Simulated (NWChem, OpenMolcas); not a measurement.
**How basis sets differ on AlGeH4Cl (SMILES [Cl][AlH][GeH3])**

The species is AlGeH4Cl (7 atoms), meant as a singlet with charge 0. As SMILES, `[Cl][AlH][GeH3]`. The shape is that of a PBE0-D4/def2-TZVP optimisation.

Each level gives the HOMO–LUMO gap (eV). The values are calculated.

| level | kind | program | value (eV) | CPU time |
| --- | --- | --- | --- | --- |
| HF/ANO-RCC-MB (DKH2) | Hartree–Fock | OpenMolcas | 11.15 | 8.1 s |
| HF/STO-3G | Hartree–Fock | OpenMolcas | 15.35 | 3.3 s |
| HF/3-21G | Hartree–Fock | NWChem | 10.91 | 3 s |
| HF/6-31G* (RICD fitting, Cartesian functions) | Hartree–Fock | OpenMolcas | 11.11 | 5.6 s |
| HF/def2-SVP | Hartree–Fock | OpenMolcas | 11.21 | 12 s |

All-electron rows without a relativistic Hamiltonian named are non-relativistic. The values span 10.91 to 15.35 eV. A Hartree–Fock LUMO above zero doesn't converge with the basis: it sinks as sets grow more diffuse. Orbital gaps aren't excitation energies. CPU times are rough (shared hosts, several kinds of processor and program).
